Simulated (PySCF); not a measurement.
## MgPb: from constants to spectrum

ROHF-CCSD(T) constants of MgPb, ³Σ⁻ (triplet), unpaired electrons π ↑↑ (PySCF, scalar-relativistic core potentials, basis sets Mg cc-pVDZ, Pb cc-pVDZ-PP with ECP60; masses 23.9850 and 207.9766 u):

```
ωe              : 195.9 cm⁻¹
ωexe            : 1.59 cm⁻¹
Be              : 0.095955 cm⁻¹
αe              : 0.000809 cm⁻¹
D (centrifugal) : 9.21e-08 cm⁻¹
De to Mg + Pb   : 0.62 eV
```

Task: Give the vibrational terms G(v) and spacings up to v = 6.

Result: G(v) = ωe(v+½) − ωexe(v+½)².

```tsv
v	G(v) (cm⁻¹)	G(v) − G(v−1)	Bv (cm⁻¹)
0	97.6		0.09555
1	290.3	192.7	0.09474
2	479.8	189.5	0.09393
3	666.2	186.4	0.09312
4	849.4	183.2	0.09231
5	1029.4	180.0	0.09151
6	1206.2	176.8	0.09070
```

Task: How well does the Morse estimate ωe²/(4ωexe) reproduce De, and what is D0?

Result: It gives 0.75 eV, 121 % of the computed De. D0 = De − G(0) = 0.62 − 0.01 = 0.61 eV.

Correlated steps freeze 5 core orbitals. Correlated levels converge slowly with the basis: in double zeta they bind strong bonds too weakly, by up to about 1 eV, and carry superposition errors of some tenths. Spin–orbit coupling is left out, which matters for elements this heavy, above all for dissociation energies. The state is the lowest determinant that a PBE0 search found; another state may lie lower at other levels.
